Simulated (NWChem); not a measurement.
Everything below was run with NWChem. System: selenium dioxide (O2Se), charge 0, spin multiplicity 1, at a geometry optimised with PBE0/def2-SVP. Level: EOM-CCSD/def2-SVPD, 11 core orbitals frozen.

Output (cleaned and shortened):

```
             Northwest Computational Chemistry Package (NWChem) 7.3.0
             --------------------------------------------------------

                                NWChem Input Module
                                -------------------

 Scaling coordinates for geometry "geometry" by  1.889725989
 (inverse scale =  0.529177249)

 Turning off AUTOSYM since
 SYMMETRY directive was detected!

                             Geometry "geometry" -> ""
                             -------------------------

 Output coordinates in angstroms (scale by  1.889725989 to convert to a.u.)

  No.       Tag          Charge          X              Y              Z
 ---- ---------------- ---------- -------------- -------------- --------------
    1 O                    8.0000     1.35233100     0.00000000     0.58518800
    2 Se                  34.0000     0.00000000     0.00000000    -0.27538300
    3 O                    8.0000    -1.35233100     0.00000000     0.58518800

 Effective nuclear repulsion energy (a.u.)     192.1133326348

            Nuclear Dipole moment (a.u.)
            ----------------------------
        X                 Y               Z
 ---------------- ---------------- ----------------
     0.0000000000     0.0000000000    -0.0000264562

      Symmetry information
      --------------------

 Group name             C2v
 Group number             16
 Group order               4
 No. of unique centers     2

      Symmetry unique atoms

     1    2


 Summary of "ao basis" -> "" (spherical)
 ------------------------------------------------------------------------------
       Tag                 Description            Shells   Functions and Types
 ---------------- ------------------------------  ------  ---------------------
 *                         def2-svpd                  on all atoms

 Summary of "ao basis" -> "ao basis" (spherical)
 ------------------------------------------------------------------------------
       Tag                 Description            Shells   Functions and Types
 ---------------- ------------------------------  ------  ---------------------
 O                         def2-svpd                 9       23   4s3p2d
 Se                        def2-svpd                15       41   6s5p4d

                                 NWChem SCF Module
                                 -----------------

  ao basis        = "ao basis"
  functions       =    87
  atoms           =     3
  closed shells   =    25
  open shells     =     0
  charge          =   0.00
  wavefunction    = RHF
  use symmetry    = T
  symmetry adapt  = T

 Summary of "ao basis" -> "ao basis" (spherical)
 ------------------------------------------------------------------------------
       Tag                 Description            Shells   Functions and Types
 ---------------- ------------------------------  ------  ---------------------
 O                         def2-svpd                 9       23   4s3p2d
 Se                        def2-svpd                15       41   6s5p4d

      Symmetry analysis of basis
      --------------------------

        a1         35
        a2         11
        b1         25
        b2         16

 Forming initial guess at       0.1s

      Superposition of Atomic Density Guess
      -------------------------------------

 Sum of atomic energies:       -2548.90242500

      Non-variational initial energy
      ------------------------------

 Total energy =   -2549.411481
 1-e energy   =   -3931.939950
 2-e energy   =    1190.415136
 HOMO         =      -0.353438
 LUMO         =      -0.143821

      Symmetry analysis of molecular orbitals - initial
      -------------------------------------------------

  Numbering of irreducible representations:

     1 a1          2 a2          3 b1          4 b2

  Orbital symmetries:

     1 a1          2 a1          3 b1          4 a1          5 b2
     6 b1          7 a1          8 a1          9 b1         10 a1
    11 b2         12 b1         13 a1         14 a2         15 a1
    16 b2         17 a1         18 b1         19 a1         20 b1
    21 a1         22 b2         23 a2         24 b1         25 a1
    26 b2         27 a1         28 b1         29 a1         30 b2
[...]
 Iteration   2 using    2 trial vectors
   0.1636473873813   0.1394285933102    3.79405     1.1     1.1

 Iteration   3 using    3 trial vectors
   0.0610659503937   0.1321339040615    3.59555     0.9     0.9

 Iteration   4 using    4 trial vectors
   0.0289923293849   0.1304313902135    3.54922     1.1     1.1

 Iteration   5 using    5 trial vectors
   0.0148145731733   0.1296935765086    3.52914     1.0     1.0

 Iteration   6 using    6 trial vectors
   0.0073835796825   0.1294456582081    3.52240     1.2     1.2

 Iteration   7 using    7 trial vectors
   0.0042351564404   0.1293822783185    3.52067     1.1     1.1

 Iteration   8 using    8 trial vectors
   0.0024208462849   0.1294154606152    3.52158     1.0     1.0

 Iteration   9 using    9 trial vectors
   0.0011965727819   0.1294063972797    3.52133     1.3     1.3

 Iteration  10 using   10 trial vectors
   0.0004084794806   0.1294060098614    3.52132     1.2     1.2

 Iteration  11 using   11 trial vectors
   0.0001436385851   0.1294084535871    3.52138     1.3     1.3

 Iteration  12 using   12 trial vectors
   0.0000563955155   0.1294086391272    3.52139     1.2     1.2

 Iteration  13 using   13 trial vectors
   0.0000229959604   0.1294079153972    3.52137     1.2     1.2

 Iteration  14 using   14 trial vectors
   0.0000095222917   0.1294078249232    3.52137     1.0     1.0
 --------------------------------------------------------------
 Iterations converged
 ------------------

 Excited state root  1
 Excitation energy / hartree =        0.129407824923179
                   / eV      =        3.521367582424066
 largest EOMCCSD amplitudes: R1 and R2

 Singles contributions
    26b2  (alpha) ---    23b1  (alpha)        0.8946726352
    30b2  (alpha) ---    23b1  (alpha)       -0.1279982667

 Doubles contributions
    26b2  (alpha)    26b2  (beta ) ---    21a1  (alpha)    24a2  (beta )        0.1006252162
    26b2  (alpha)    26b2  (beta ) ---    24a2  (alpha)    21a1  (beta )        0.1006252162

 =========================================
 Excited-state calculation ( b1  symmetry)
 =========================================
 Dim. of EOMCC iter. space      500

 EOMCCSD SOLVER TYPE  1
  maxdiff =   0.44839118913807530

 No. of initial right vectors    1

 EOM-CCSD right-hand side iterations
 --------------------------------------------------------------
      Residuum       Omega / hartree  Omega / eV    Cpu    Wall
 --------------------------------------------------------------

 Iteration   1 using    1 trial vectors
   0.7527152300965   0.4246828821994   11.55621     1.5     1.5

 Iteration   2 using    2 trial vectors
   0.2286425059965   0.2073713527250    5.64286     1.0     1.0

 Iteration   3 using    3 trial vectors
   0.0925284485441   0.1932536075294    5.25870     1.2     1.2

 Iteration   4 using    4 trial vectors
   0.0544623333277   0.1870639765262    5.09027     1.1     1.1

 Iteration   5 using    5 trial vectors
   0.0287583963367   0.1856776818208    5.05255     1.1     1.1

 Iteration   6 using    6 trial vectors
   0.0154574997721   0.1842984881288    5.01502     1.2     1.2

 Iteration   7 using    7 trial vectors
   0.0061205807422   0.1843578093674    5.01663     1.2     1.2

 Iteration   8 using    8 trial vectors
   0.0031634834272   0.1842781599074    5.01447     1.4     1.4

 Iteration   9 using    9 trial vectors
   0.0018778353128   0.1842610096733    5.01400     1.1     1.1

 Iteration  10 using   10 trial vectors
   0.0009085548399   0.1842577478942    5.01391     1.2     1.2

 Iteration  11 using   11 trial vectors
   0.0005367509153   0.1842662735166    5.01414     1.1     1.1

 Iteration  12 using   12 trial vectors
   0.0003095355548   0.1842701828755    5.01425     1.0     1.0

 Iteration  13 using   13 trial vectors
   0.0002244076728   0.1842661434974    5.01414     1.1     1.1

 Iteration  14 using   14 trial vectors
   0.0001029683985   0.1842655628966    5.01412     1.1     1.1

 Iteration  15 using   15 trial vectors
   0.0000426936152   0.1842657571852    5.01413     1.5     1.5

 Iteration  16 using   16 trial vectors
   0.0000173387775   0.1842662182287    5.01414     1.6     1.6

 Iteration  17 using   17 trial vectors
   0.0000072681760   0.1842662406226    5.01414     1.2     1.2
 --------------------------------------------------------------
 Iterations converged
 ------------------

 Excited state root  1
 Excitation energy / hartree =        0.184266240622632
                   / eV      =        5.014141661440354
 largest EOMCCSD amplitudes: R1 and R2

 Singles contributions
    29a1  (alpha) ---    23b1  (alpha)       -0.1224504185
    31a1  (alpha) ---    23b1  (alpha)        0.1326623882
    28b1  (alpha) ---    25a1  (alpha)       -0.1284316029
    32b1  (alpha) ---    25a1  (alpha)       -0.1607869017
    26b2  (alpha) ---    24a2  (alpha)       -0.8144891907
    30b2  (alpha) ---    24a2  (alpha)        0.1196395492

 Doubles contributions
    26b2  (alpha)    26b2  (beta ) ---    24a2  (alpha)    22b2  (beta )        0.2295705204
    26b2  (alpha)    26b2  (beta ) ---    22b2  (alpha)    24a2  (beta )        0.2295705204

 =========================================
 Excited-state calculation ( b2  symmetry)
 =========================================
 Dim. of EOMCC iter. space      500

 EOMCCSD SOLVER TYPE  1
  maxdiff =   0.44623711022370427

 No. of initial right vectors    1

 EOM-CCSD right-hand side iterations
 --------------------------------------------------------------
      Residuum       Omega / hartree  Omega / eV    Cpu    Wall
 --------------------------------------------------------------

 Iteration   1 using    1 trial vectors
   0.7412390721014   0.2913988161454    7.92937     2.0     2.0

 Iteration   2 using    2 trial vectors
   0.1616094210421   0.1390389609156    3.78344     1.0     1.0

 Iteration   3 using    3 trial vectors
   0.0799742457356   0.1289976190358    3.51021     1.1     1.1

 Iteration   4 using    4 trial vectors
   0.0428215269951   0.1253597173085    3.41121     1.1     1.1

 Iteration   5 using    5 trial vectors
   0.0237824658396   0.1237582025843    3.36763     1.4     1.4

 Iteration   6 using    6 trial vectors
   0.0132153467052   0.1232726790998    3.35442     1.1     1.1

 Iteration   7 using    7 trial vectors
   0.0071627653551   0.1231839919478    3.35201     1.2     1.2

 Iteration   8 using    8 trial vectors
   0.0029697657070   0.1231960009147    3.35234     1.0     1.0

 Iteration   9 using    9 trial vectors
   0.0012567071240   0.1231930061161    3.35225     1.1     1.1

 Iteration  10 using   10 trial vectors
   0.0004590050759   0.1231943702763    3.35229     1.0     1.0

 Iteration  11 using   11 trial vectors
   0.0001722859238   0.1231934774657    3.35227     1.0     1.0

 Iteration  12 using   12 trial vectors
   0.0000733284608   0.1231939645993    3.35228     1.1     1.1

 Iteration  13 using   13 trial vectors
   0.0000320508133   0.1231929830811    3.35225     1.1     1.1

 Iteration  14 using   14 trial vectors
   0.0000135025509   0.1231930657955    3.35226     1.1     1.1

 Iteration  15 using   15 trial vectors
   0.0000062595523   0.1231931582238    3.35226     1.0     1.0
 --------------------------------------------------------------
 Iterations converged
 ------------------

 Excited state root  1
 Excitation energy / hartree =        0.123193158223837
                   / eV      =        3.352257825238811
 largest EOMCCSD amplitudes: R1 and R2

 Singles contributions
    26b2  (alpha) ---    21a1  (alpha)       -0.1818849239
    26b2  (alpha) ---    25a1  (alpha)       -0.8848500142
    30b2  (alpha) ---    25a1  (alpha)        0.1249796607

 Doubles contributions

 Task  times  cpu:      124.9s     wall:      124.9s

 Total times  cpu:      124.9s     wall:      124.9s
```

Task: Write an NWChem input that would produce this output.

Result: One answer among several that fit: 
```
start mol
memory heap 100 mb stack 700 mb global 1900 mb
geometry units angstroms nocenter noautoz
  O      1.352331     0.000000     0.585188
  Se     0.000000     0.000000    -0.275383
  O     -1.352331     0.000000     0.585188
  symmetry group C2v
end
basis spherical
  * library def2-svpd
end
scf
  rhf
  nopen 0
  maxiter 100
  thresh 1e-7
  semidirect memsize 60000000 filesize 0
end
tce
  freeze core 11
  ccsd
  nroots 1
  2eorb
  2emet 13
  thresh 1e-5
  maxiter 200
  tilesize 24
end
task tce energy
```
